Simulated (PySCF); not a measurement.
C2H7AlClN, SMILES [N](C)(C)[AlH][Cl].

Coordinates come from a B3LYP-D3(BJ)/def2-SVP optimisation. The structure was generated by enumeration; whether it is a known compound was not checked. One conformer was computed; it need not be the lowest.

All values below come from CAM-B3LYP/def2-TZVP in PySCF.

Isolated molecule, no solvent.

Computed frontier levels, gap, dipole moment and polarisability:
```yaml
highest_occupied_level: -8.01 eV
lowest_empty_level: 0.31 eV
orbital_gap: 8.32 eV
dipole_moment: 2.03 D
quadrupole, principal values (traceless, Buckingham form, about the centre of nuclear charge): -3.31, -0.12, 3.43 D·Å
mean_static_polarisability: 70.3 bohr³ (10.41 Å³)
polarisability_principal_values: 55.9, 71.3, 83.7 bohr³
```
